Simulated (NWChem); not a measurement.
C2H4N, doublet; SMILES [CH]=NC

Computed with NWChem. Spin-unrestricted. Medium grid unless said otherwise, to which SCAN and Minnesota functionals are sensitive. In the optimisation the excess spin sits in a' (Cs, its own frame). Structure relaxed at the PBE0/def2-SVP, spin-unrestricted level. No stability test was run on the SCF state. B3LYP is NWChem's, with the RPA form of VWN correlation.

Problem. Among these, which level gives the lowest value of “dipole (D)”?
A) r2SCAN/def2-TZVP
B) LC-wPBE (HJS exchange hole, range parameter 0.4 per bohr)/def2-TZVP
C) M06/def2-TZVP
D) MN15-L/def2-TZVP

Solution. D, MN15-L/def2-TZVP. Values: MN15-L/def2-TZVP 1.96; M06/def2-TZVP 2.05; r2SCAN/def2-TZVP 2.12; LC-wPBE (HJS exchange hole, range parameter 0.4 per bohr)/def2-TZVP 2.21
